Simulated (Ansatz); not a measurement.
A structure relaxed at PBE0/def2-SVP in Ansatz, charge 1, doublet:

Cartesian coordinates in Å:
```
Hg -1.870 -0.521 0.466
Hg 0.708 -2.401 0.141
Hg 1.863 0.520 -0.462
Hg -0.802 0.941 -2.181
Hg 0.101 1.461 2.036
```

Give its formula and point group.

Hg5⁺. Point group D3h (tolerance 0.1 Å).

Summarise the bond lengths by kind (pairs closer than 1.2 times the sum of covalent radii, bridged metal pairs left out).

.

In the def2 sets Hg takes a core potential; there is no spin–orbit coupling. The relaxation made no stability test and no search for a lower SCF solution. Another isomer (doublet) lies 0.27 eV lower at PBE0/def2-TZVP; other spin states weren't run for this one.
